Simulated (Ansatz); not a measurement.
H3Cl4NSi2, singlet, geometry from GFN2-xTB, atoms displaced at random by about 0.08 Å a coordinate; Ansatz (a first-principles code) with B3LYP/STO-3G, gradient.

Here is a job for Ansatz.
Ansatz 0.2 input:
```yaml
crystal:
  periodic: [false, false, false]
  atoms:
    - {symbol: Si, position_ang: [1.90392148, -0.95213783, 0.92868753]}
    - {symbol: Cl, position_ang: [2.71612225, 0.74787434, 0.38524486]}
    - {symbol: N, position_ang: [0.36640853, -1.29938630, 0.13611515]}
    - {symbol: Si, position_ang: [-0.90785248, -0.13031277, -0.24135504]}
    - {symbol: Cl, position_ang: [-2.32716896, -1.27077151, -1.03044168]}
    - {symbol: Cl, position_ang: [-1.25704006, 0.68955586, 1.47342151]}
    - {symbol: Cl, position_ang: [-0.42163348, 1.16591808, -1.54824461]}
    - {symbol: H, position_ang: [1.56996782, -0.95075708, 2.36907331]}
    - {symbol: H, position_ang: [2.63604542, -2.11239137, 0.71098721]}
    - {symbol: H, position_ang: [0.41592880, -2.01413050, -0.36641087]}
basis:
  gaussian:
    orbitals: STO-3G
hamiltonian:
  xc: b3lyp
output: {forces: true}
```

What the program printed (banner, timings and long lists left out):

```
Functional definition: B3LYP
701 factors; integrals over basis functions are off by at most 3.0e-5 eV
mean field evaluation 1: about -66633.6466 eV, gradient 4.3e1 eV
mean field evaluation 2: about -66634.7996 eV, gradient 4.2e1 eV
mean field evaluation 4: about -66640.3775 eV, gradient 1.1e0 eV
mean field evaluation 8: about -66640.3813 eV, gradient 3.4e-3 eV
mean field -66640.38134817 eV, -2448.9888440724 hartree, gradient 5.3e-5 eV, S^2 0.000000; 0 other end points of the search recorded, 0 dependent functions left out
the calculation of the forces begins
reference -66640.38157613 eV, -2448.9888524496 hartree; 53, 53 occupied and 9, 9 virtual orbitals, 701 factors
Total energy: -66640.38157613 eV, -2448.9888524496 hartree
Atom 0 at     1.903921    -0.952138     0.928688 Å, force    -4.120586    -3.107186     2.774444 eV/Å
Atom 1 at     2.716122     0.747874     0.385245 Å, force     1.808711     3.332569    -1.150852 eV/Å
Atom 2 at     0.366409    -1.299386     0.136115 Å, force    -0.478346    12.001755     6.760293 eV/Å
Atom 3 at    -0.907852    -0.130313    -0.241355 Å, force     3.130567    -6.314626     1.586342 eV/Å
Atom 4 at    -2.327169    -1.270772    -1.030442 Å, force    -2.763646    -1.797542    -1.146088 eV/Å
Atom 5 at    -1.257040     0.689556     1.473422 Å, force    -1.371472     2.446518     4.449367 eV/Å
Atom 6 at    -0.421633     1.165918    -1.548245 Å, force     1.613831     4.597893    -4.401077 eV/Å
Atom 7 at     1.569968    -0.950757     2.369073 Å, force     0.533838     0.498358    -0.600226 eV/Å
Atom 8 at     2.636045    -2.112391     0.710987 Å, force     1.320507    -1.074810    -0.575828 eV/Å
Atom 9 at     0.415929    -2.014130    -0.366411 Å, force     0.326597   -10.582928    -7.696376 eV/Å
Dipole moment:     0.233224    -0.499969     0.053654 e Å
```
